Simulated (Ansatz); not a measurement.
An input meant for TeAs₅⁻ (charge -1, singlet; atoms displaced at random, 0.15 Å in each coordinate).

```yaml
crystal:
  periodic: [false, false, false]
  atoms:
    - {symbol: As, position_ang: [-5.014580, -0.463095, -0.608275]}
    - {symbol: As, position_ang: [1.673160, -3.596898, -0.472195]}
    - {symbol: As, position_ang: [-2.285008, 3.041541, 0.099819]}
    - {symbol: As, position_ang: [2.151578, 1.553645, -0.135238]}
    - {symbol: As, position_ang: [-3.382005, -5.172388, -0.313506]}
    - {symbol: Te, position_ang: [6.119917, 3.757653, 1.231121]}
basis:
  gaussian: {orbitals: def2-TZVPP}
total_charge: -1
hamiltonian: {xc: {name: rPW86-PBE}}
scf: {omitted_lower_state_checks: [starts]}
```

```sh
$ ansatz run in.yaml --threads 4 --pin off --events-out ev --progress --plain --max-ram 4787MiB
```

Shortened log:

```
Functional definition: rPW86-PBE
2251 factors; their error is unknown
mean field evaluation 1: about -311561.7539 eV, gradient 8.3e1 eV
mean field evaluation 2: about -310816.6700 eV, gradient 2.8e2 eV
mean field evaluation 4: about -311424.6358 eV, gradient 1.2e2 eV
mean field evaluation 8: about -311605.0762 eV, gradient 6.3e0 eV
mean field evaluation 16: about -311605.5940 eV, gradient 2.6e0 eV
mean field evaluation 32: about -311605.5000 eV, gradient 5.3e-4 eV
mean field -311605.50002019 eV, -11451.2909119480 hartree, gradient 1.9e-6 eV, S^2 0.000000; 0 other end points of the search recorded, 0 dependent functions left out
reference -311605.50019059 eV, -11451.2909182100 hartree; 95, 95 occupied and 195, 195 virtual orbitals, 2251 factors
Total energy: -311605.50019059 eV, -11451.2909182100 hartree
Checks for a lower state left out: starts
```

**Question.** Something in this input is off. What?

**Answer.** The geometry is stretched to more than twice its size. The run converged. The result belongs to that input, not to the species as meant. The highest occupied level of an anion often lies above zero with these methods, and sets without diffuse functions describe the outer electron poorly. The restricted singlet is unstable towards broken spin symmetry in Hartree–Fock (as tested in another run); at RKS rPW86-PBE/def2-TZVPP this wasn't settled.
